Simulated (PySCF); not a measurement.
# A small calculation by hand: oscillator strength and radiative lifetime

SeClBr, SMILES Cl[Se]Br.

The structure is a stationary point at B3LYP-D3(BJ)/def2-TZVP.

PySCF 2.14.0 with TDDFT-CAM-B3LYP/def2-SVPD puts the first singlet state with f over 0.02 at 6.28 eV (vertical), with the transition dipole (0.022, 1.067, 0.000) in atomic units.

**Question.** Find the oscillator strength, the wavelength and the radiative lifetime that this transition would have in vacuum if emission retraced absorption.

**Answer.** 
|μ|² = 1.1390 au, so |μ| = 2.71 D. ΔE = 6.28/27.211 = 0.2308 hartree. f = (2/3) ΔE |μ|² = 0.175 (the program prints 0.175).
λ = 1239.84/6.28 = 197 nm; ν = 50652 cm⁻¹.
Einstein's coefficient A = 0.6670 ν² f s⁻¹ (ν in cm⁻¹) = 3.0e8 s⁻¹, so τ = 1/A = 3.3 ns. This state is S9; the lower singlets have f = 0.001, 0.000, 0.005, 0.000, 0.017, 0.002, 0.002, 0.000. The figure is the radiative limit of this one transition; relaxation, internal conversion, crossing to triplets and a medium change what is measured.
